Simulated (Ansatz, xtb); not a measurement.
# Ranking isomers of C7H16

7 gas-phase structures of C7H16, from a drawn sample of its isomers (lower ones may exist). Each was relaxed with GFN2-xTB; where two conformers were screened, the lower at r2SCAN-D4/def2-SVP is listed:

A. `CCCCCCC`, a singlet
B. `CCC(CC)CC`, a singlet
C. `CC[C@H](C)C(C)C`, a singlet
D. `CCCC(C)(C)C`, a singlet
E. `CC(C)CC(C)C`, a singlet
F. `CCCCC(C)C`, a singlet
G. `CCC(C)(C)CC`, a singlet

Which do you expect lowest at r2SCAN-D4/def2-SVP, and how would the others follow?

Calculated order at r2SCAN-D4/def2-SVP: D (0.0), E (0.2), G (0.7), F (1.3), C (1.6), B (2.3), A (2.6) kcal/mol. Less than 1 kcal/mol parts D and E; E and G; G and F; F and C; C and B; B and A, so the order within those pairs means little.

Energies above the lowest of each column, in kcal/mol; the last columns are at B3LYP/def2-SVP geometries and were run for some of them only (a dash: not run or not comparable):

| structure | GFN2-xTB | HF/STO-3G | r2SCAN-D4/def2-SVP | B3LYP/def2-SVP | PBE0-D4/def2-TZVP |
| --- | --- | --- | --- | --- | --- |
| D | 0.0 | 0.6 | 0.0 | 0.6 | 0.0 |
| E | 0.7 | 0.3 | 0.2 | 0.0 | 0.0 |
| G | 1.6 | 2.6 | 0.7 | 2.2 | 0.9 |
| F | 2.0 | 0.2 | 1.3 | 0.2 | 1.1 |
| C | 2.7 | 2.5 | 1.6 | 2.1 | 1.7 |
| B | 3.8 | 2.2 | 2.3 | 2.1 | 2.3 |
| A | 3.3 | 0.0 | 2.6 | – | – |

PBE0-D4/def2-TZVP puts D lowest of those it was run on, with E and G within 1 kcal/mol; HF/STO-3G picks A. Some further structures that were screened fall inside this span and aren't listed. Flexible structures stand in one conformer each, not always the lowest. Frequencies (GFN2-xTB) were run for B, C, D, E, F, G alone.

Over these structures GFN2-xTB departs from r2SCAN-D4/def2-SVP by 0.3 kcal/mol on average once a common shift is removed. A GFN2-xTB relaxation took about 0.066 s and the r2SCAN-D4/def2-SVP energy about 2.9 s on a shared host (Ansatz 0.2.0, xtb 6.7.1).
